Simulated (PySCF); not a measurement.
# Two-dimensional NMR puzzle

Compound of formula C₆H₁₅OPSi. Correlations simulated from computed shifts and the bond graph:

HSQC (one-bond C–H):
```csv
δH,δC
2.01,30.6
1.66,7.4
1.28,30.6
1.17,20.1
0.97,7.4
0.04,-4.5
```

COSY cross peaks (H two or three bonds apart, from the bond graph; peaks can be absent where the dihedral angle is near 90°):
```csv
δH,δH
4.21,1.66
4.21,0.97
4.21,0.04
2.01,1.66
2.01,1.28
2.01,0.97
1.66,1.28
1.66,0.97
1.28,0.97
```

HMBC (two and three bonds, from the bond graph):
```csv
δH,δC
4.21,"30.6, 7.4, -4.5"
2.01,"30.6, 20.1, 7.4"
1.66,"30.6, 7.4, -4.5"
1.28,"30.6, 20.1, 7.4"
1.17,30.6
0.97,"30.6, 7.4, -4.5"
0.04,7.4
```

Theoretical values (PySCF 2.14.0 with density-fitted response routines): NMR shieldings at PBE0/pcSseg-1/GIAO, coordinates at the GFN2-xTB level. In vacuum, averaged over atoms made equivalent by symmetry, fast rotation or ring inversion, non-relativistic, a single conformation.

δ = σ(ref) − σ, references computed at the same level: ¹H (σ = 31.72 ppm) and ¹³C (σ = 186.93 ppm) against TMS.

Exchangeable hydrogens are left out of these lists.

Question: Which molecule is this?

Answer: `C1C[Si@H](C)CC[P@]1(C)=O`.

Atom-mapped SMILES (the numbers label the heavy atoms): `[CH3:1][Si@H:2]1[CH2:3][CH2:4][P@@:5]([CH3:6])(=[O:7])[CH2:8][CH2:9]1`; H(Xn) means a hydrogen on atom n. Ha(C3), Ha(C4), Ha(C8), Ha(C9) are cis to C1 on the ring; Hb(C3), Hb(C4), Hb(C8), Hb(C9) are trans to C1 on the ring.

- δC 30.6 is C4/C8, an sp3 CH2 bonded to P (δH 1.28, 2.01).
- δC 20.1 is C6, a methyl carbon bonded to P (δH 1.17).
- δC 7.4 is C3/C9, an sp3 CH2 bonded to Si (δH 1.66, 0.97).
- δC -4.5 is C1, a methyl carbon bonded to Si (δH 0.04).
- COSY links 4.21–1.66, 4.21–0.97, 4.21–0.04, 2.01–1.66, 2.01–1.28, 2.01–0.97.

This is the structure that produced the data.

Shifts are as computed. Against solution values, carbons near 30 ppm lie about +3 ppm off and those near 130 ppm about +5 ppm. Of 1211 compounds with measured shifts, 218 miss one by over three times the rms of a fit or turn the order of signals round; such compounds aren't used in these exercises.
